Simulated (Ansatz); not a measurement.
Reaction (homolysis of the F–Si bond): `C[SiH2][SiH2]F` → F• + `C[SiH2][SiH2]`•

Isolated molecules relaxed with PBE0-D4/def2-TZVP in Ansatz; ΔE leaves out vibrations. CBS: MP2 limit from def2 TZ/QZ plus the TZ coupled-cluster correction, frozen cores. This one scheme is used for every species, atoms too. Functionals use def2-TZVPP. B3LYP here is the variant with VWN-RPA as its local correlation; programs differ in this. HSE06 is defined as in plane-wave codes. No spin–orbit coupling; open shells (•) take unrestricted orbitals. Spin–orbit coupling would lower the free atoms: a little for F. One conformer a species, not always the lowest.

| level | ΔE (kJ/mol) | difference from CCSD(T)/CBS |
| --- | --- | --- |
| LDA (SPW92) | 697.2 | 71.8 |
| PBE-D4 | 611.8 | -13.6 |
| revPBE-D4 | 587.6 | -37.8 |
| BLYP-D4 | 609.3 | -16.1 |
| r2SCAN-D4 | 600.1 | -25.3 |
| B97M-V | 605.9 | -19.5 |
| PBE0-D4 | 593.4 | -32.0 |
| B3LYP-D4 | 604.5 | -20.9 |
| HSE06-D4 | 593.7 | -31.7 |
| BHLYP-D4 | 582.3 | -43.1 |
| CAM-B3LYP-D4 | 617.7 | -7.7 |
| ωB97X-V | 618.2 | -7.2 |
| ωB97M-V | 619.4 | -6.0 |
| B2PLYP | 611.1 | -14.3 |
| PBE-QIDH | 602.2 | -23.2 |
| PBE | 610.6 | -14.8 |
| BLYP | 606.9 | -18.5 |
| r2SCAN | 599.7 | -25.7 |
| B3LYP | 602.8 | -22.6 |
| r2SCANh | 592.5 | -32.9 |
| r2SCAN0 | 582.3 | -43.1 |
| HSE06 | 592.7 | -32.7 |
| BHLYP | 581.3 | -44.1 |
| CAM-B3LYP | 616.6 | -8.8 |
| LC-ωPBE | 608.0 | -17.4 |
| RPA@PBE/def2-TZVPP | 561.7 | -63.7 |
| HF/def2-SVP | 436.8 | -188.6 |
| MP2/def2-SVP | 589.8 | -35.6 |
| CCSD/def2-SVP | 556.1 | -69.3 |
| CCSD(T)/def2-SVP | 560.1 | -65.3 |
| HF/def2-TZVPP | 461.1 | -164.3 |
| MP2/def2-TZVPP | 636.6 | 11.2 |
| SCS-MP2/def2-TZVPP | 624.9 | -0.5 |
| CCSD(T)/def2-TZVPP | 603.0 | -22.4 |
| HF/def2-QZVPP | 464.4 | -161.0 |
| MP2/def2-QZVPP | 650.6 | 25.2 |
| SCS-MP2/def2-QZVPP | 639.4 | 14.0 |
| HF/CBS(def2) | 464.9 | -160.5 |
| MP2/CBS(def2) | 659.0 | 33.6 |
| CCSD/CBS(def2) | 616.7 | -8.7 |
| CCSD(T)/CBS | 625.4 | 0 |

Largest T1 diagnostic among the species: 0.013.

In def2-TZVPP, CCSD(T) changes the Hartree–Fock value by +141.9 kJ/mol (the triples alone add +8.7 kJ/mol) and MP2 by +175.5 kJ/mol; breaking electron pairs costs correlation energy, which Hartree–Fock lacks. From BLYP to BHLYP (50 % exact exchange), in def2-TZVPP and without D4, ΔE moves by −25.7 kJ/mol: exact exchange takes away binding that semilocal exchange gives to molecules. Leaving LDA and LC-ωPBE aside and taking each functional with its dispersion term where it has one, the values spread over 37.1 kJ/mol, from BHLYP-D4 to ωB97M-V. LDA lies +86.6 kJ/mol from PBE without D4, its usual overbinding.

CCSD(T)/CBS has its own doubt, a few kJ/mol and more with outer-core shells, so smaller differences from it don't rank the levels.
